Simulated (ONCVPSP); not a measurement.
## PBE ONCV dataset for W (Z = 74), scalar-relativistic all-electron reference.

W, optimised norm-conserving Vanderbilt (ONCV), made with ONCVPSP 4.0.1 (PBE, scalar-relativistic). Core [Kr] 4d10 4f14, reference 5s2 5p6 5d4 6s2. Waves: 5s+6s: rc 1.85 bohr, ncon 4, nbas 8, qcut 8.1 1/bohr, 2 projectors; 5p: rc 1.25 bohr, ncon 5, nbas 8, qcut 6.5 1/bohr, 2 projectors, debl 0.5 Ha; 5d: rc 2.70 bohr, ncon 4, nbas 9, qcut 6.7 1/bohr, 3 projectors, debl 0.5 Ha. Local part: polynomial inside 1.00 bohr (lpopt 1, dvloc0 0 Ha). Core correction: none.

In the p channel the program set the typed energies aside and used -1.588, 0.250 Ha.

All-electron outer shells of the reference configuration (PBE, scalar-relativistic, ld1.x):

```csv
shell,level (eV),outermost node (bohr),outermost maximum (bohr)
5s,-79.07,0.53,0.96
5p,-43.20,0.57,1.09
4f,-33.21,–,0.43
6s,-5.71,1.28,2.67
5d,-4.48,0.63,1.49
```

Problem. Does the generator finish with these settings?

Solution. Yes, a potential is produced and its reference levels are reproduced.

Problem. Estimate the cutoffs (Ha) at which the residual kinetic energy of the hardest occupied pseudo-wave falls to 1 and 0.1 mHa per electron.

Solution. 94 Ha and 118 Ha.

Problem. Does the potential have ghost states?

Solution. No bound ghost flagged; GHOST(+) flagged for s at 105.5 eV.

Problem. Which valence shell sets the plane-wave cutoff?

Solution. 5p: 94 Ha for 1 mHa per electron, against 20 Ha for 5s.

Problem. Tests: 5s2 5p6 5d4 6s1; 5s2 5p6 5d4 6s0; 5s2 5p6 5d3 6s0; 5s2 5p6 5d5 6s1. Which has the largest error in its energy relative to the reference configuration, and how large is it?

Solution. 5s2 5p6 5d4 6s1, with -1.9 meV (all-electron minus pseudo) on +8.88 eV.
